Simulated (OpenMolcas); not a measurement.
Pd2+ with 6 ligands (fluoride) in octahedral coordination (Oh). A charge of +0.667 e stands 2.8 Å behind each ligand. Ligand basis ANO-RCC-VDZP.

```
Program             : OpenMolcas
Method              : SS-CASPT2, IPEA 0.25 Eh, imaginary shift 0.1 Eh (closed shells correlated: 4s 4p and the ligand valence shells)
Basis               : ANO-RCC-VDZP [6s5p3d1f]
Scalar Hamiltonian  : DKH2, point nucleus
Active space        : 8 electrons in 5 orbitals (4d)
State averaging     : 2S+1 = 3 even, 10 roots; 2S+1 = 1 even, 15 roots
Spin-orbit coupling : RASSI with atomic mean-field integrals over the reference wave functions
```

All ligands move together. At R = 2.1 Å the first state of the same spin is 13790 cm-1, and at R = 2.17 Å it is 11610 cm-1.

Question: A third run gives 8420 cm-1. What distance was it run at?

Answer: With a power law R^-n the two known points give n = -ln(11610 / 13790) / ln(2.17 / 2.1) = 5.25. Then R = 2.1 × (13790 / 8420)^(1/5.25) = 2.307 Å. The run was at 2.29 Å, so the estimate is off by +0.017 Å.

Roots that are degenerate in the reference are averaged as groups; the widest CASPT2 spread within a group is 610 cm-1 (the 3-fold group of multiplicity 1 near 21600 cm-1 above the lowest state of its run, R = 2.17). Shifts and gaps below about the spread of the groups concerned are not significant. Over all roots computed the reference weight is 0.69 to 0.70 in R = 2.1, 0.69 to 0.70 in R = 2.17, 0.69 to 0.70 in R = 2.29; a low but even weight reflects the number of correlated electrons. Real 4d8 and 5d8 ions are as a rule square planar and diamagnetic. Ligand-to-metal charge-transfer states are missing. With no ligand orbital active B as a rule stays too high, so bands that hang on it stand too high and its fall with covalency is understated. With one d shell and no ligand orbital active, 10Dq can be off by a tenth or more. Free-ion shares, where given, are those of the reference states; single-state CASPT2 does not remix them (holds for R = 2.17; R = 2.29). No measured value stands beside these numbers; the geometry was imposed, not optimised, and the real ion may take another.
